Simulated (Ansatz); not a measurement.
Relaxation of Cl$_{5}$FH$_{2}$W (9 atoms, charge 0, multiplicity 1), to a largest force component of 0.03 eV/Å in at most 50 steps.

The calculation used RKS PBE/def2-SVP in Ansatz.

```xyz
9
Properties=species:S:1:pos:R:3:forces:R:3
W -0.137 -0.027 -0.012 0.00 -0.02 -0.86
F 0.045 -0.264 1.842 0.04 -0.07 0.87
Cl 1.699 1.353 0.353 -0.02 -0.02 -0.01
H -0.428 1.335 -0.939 -0.02 0.06 -0.05
Cl -2.255 0.770 0.427 0.01 0.01 0.00
Cl -1.075 -2.153 -0.196 0.02 0.04 -0.01
Cl 0.790 -0.486 -2.083 -0.04 0.03 0.05
Cl 2.382 -2.283 1.197 -0.58 0.47 0.67
H 1.611 -1.676 2.109 0.59 -0.49 -0.67
```

Question: Where does it end, and by what steps?

Answer: The run converged. After 7 steps the energy has fallen by 0.039 eV; Cl8 moved furthest, 0.18 Å.

| step | energy less start (eV) | largest force component (eV/Å) | accepted |
| --- | --- | --- | --- |
| 0 | 0.0000 | 0.870 | yes |
| 1 | -0.0237 | 0.616 | yes |
| 2 | -0.0254 | 0.580 | yes |
| 3 | -0.0283 | 0.559 | yes |
| 4 | -0.0327 | 0.418 | yes |
| 5 | -0.0322 | 0.260 | no |
| 6 | -0.0382 | 0.077 | yes |
| 7 | -0.0395 | 0.030 | yes |

```xyz
9
Properties=species:S:1:pos:R:3
W -0.108 -0.041 0.003
F 0.021 -0.243 1.901
Cl 1.699 1.363 0.373
H -0.410 1.295 -0.965
Cl -2.225 0.778 0.417
Cl -1.051 -2.163 -0.158
Cl 0.807 -0.509 -2.070
Cl 2.300 -2.169 1.092
H 1.600 -1.740 2.104
```

Whether the end is a true minimum wasn't checked by a vibrational analysis.

Run time: 20 s on 4 threads of Arm Neoverse V2, on a shared host, peak memory 0.25 GiB.
